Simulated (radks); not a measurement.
The numbers below are computed, except where a source is named.
Task: Species: Cd+. Configuration: [Kr] 4d10 5s0.5 6s0.5 (fractional occupations, a model configuration). Code: a radial shooting solver on a logarithmic mesh with Libxc functionals. Model: scalar-relativistic Kohn-Sham, revPBE, spin-polarised, spherical densities, point nucleus; open shells are filled with parallel spins first (spin-orbit coupling, left out, can overturn this in heavy ions). Some entries of the table are withheld. Estimate them.

orbital  occ.  eigenvalue (hartree)  <r> (bohr)  <1/r> (bohr^-1)
1s up       1             -975.2594     0.03040            50.64
1s down     1             -975.2588     0.03040            50.64
2s up       1             -145.1372      0.1316            11.52
2s down     1             -145.1372      0.1316            11.52
2p up       3             -130.2581      0.1149            11.11
2p down     3             -130.2579      0.1149            11.11
3s up       1             -27.38737      0.3582            4.063
3s down     1             -27.38690      0.3582            4.063
3p up       3             -22.50716      0.3570            3.870
3p down     3             -22.50669      0.3570            3.870
3d up       5             -14.87535      0.3347            3.642
3d down     5             -14.87501      0.3347            3.642
4s up       1              -4.30765      0.8798            1.570
4s down     1              -4.30704      0.8796            1.570
4p up       3              -2.87737      0.9609            1.414
4p down     3              -2.87619      0.9601            1.415
4d up       5              -0.84488       1.266            1.063
4d down     5              -0.83903       1.258            1.068
5s up     0.5              -0.54861       2.572           0.4978
5s down     0              -0.52965       2.593           0.4942
5p up       0              -0.32523         (1)           0.3795
5p down     0              -0.30984         (2)           0.3780
6s up     0.5              -0.17914       6.540           0.1914
5d up       0              -0.13596       6.375           0.1895

Result: 
(1) 5p up <r> (bohr): 3.354
(2) 5p down <r> (bohr): 3.332
